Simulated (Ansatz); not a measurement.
BrF2HOSi, SMILES Br[Si](F)(O)F.

Coordinates come from a B3LYP-D3(BJ)/def2-SVP optimisation. This is a generated structure with no PubChem entry under its InChIKey; it may be hypothetical. One conformer was computed; it need not be the lowest.

Two levels are set side by side: PBE/def2-SVPD (Ansatz, an electronic-structure program) and PBE0/def2-SVPD (Ansatz). Energy differences of separate SCF runs at the same geometry; the states with an electron removed or added have multiplicity 2 and 2. Differences are taken from unrounded values.

```
quantity                             PBE
---------------------------------  -----
vertical ionisation energy (eV)    11.39
vertical singlet–triplet gap (eV)   6.61
```

Problem. These are the PBE values. What does PBE0 give? (The exact figures need the calculation; the answer reports its results.)

Solution. 
```tsv
quantity	PBE0	PBE minus PBE0
vertical ionisation energy (eV)	11.84	-0.45
vertical singlet–triplet gap (eV)	7.09	-0.47
```
